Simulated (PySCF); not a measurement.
```xyz
3
charge -1 multiplicity 5, angstrom
Re    0.0000    0.0000   -0.2617
S     1.9420    0.0000    0.7493
S    -1.9420    0.0000    0.7493
```

All numbers come from UPBE0/[Re def2-SVPD with ECP60, S def2-SVPD], scalar-relativistic core potentials, density fitting, no spin–orbit coupling, PySCF.

This geometry of ReS₂⁻ is a stationary point at this level.

Question: What is the point group?

Answer: C2v.

Question: Is it a minimum?

Answer: Yes: all harmonic wavenumbers are real.

Question: List the harmonic modes with their infrared intensities.

Answer: 
```json
{"symmetry": "a1", "ω (cm⁻¹)": "112", "IR (km/mol)": "1.7"}
{"symmetry": "b2", "ω (cm⁻¹)": "460", "IR (km/mol)": "166"}
{"symmetry": "a1", "ω (cm⁻¹)": "471", "IR (km/mol)": "18.3"}
```

Question: What are the dipole moment and the gap between the highest occupied and lowest empty levels of either spin?

Answer: 3.85 D about the centre of mass and 2.16 eV.

In C2v the vibrations span 2a1 + b2. Here b1 is antisymmetric to the molecular plane and b2 lies in it.

This need not be the most stable arrangement of these atoms. With open d or f shells other occupations or spin states may lie lower. The lowest empty level of this anion is unbound, so it and the gap depend on the basis. At this level a triplet minimum of C2v symmetry lies 16 kJ/mol below this structure. Spin–orbit coupling, left out here, can matter for elements this heavy.
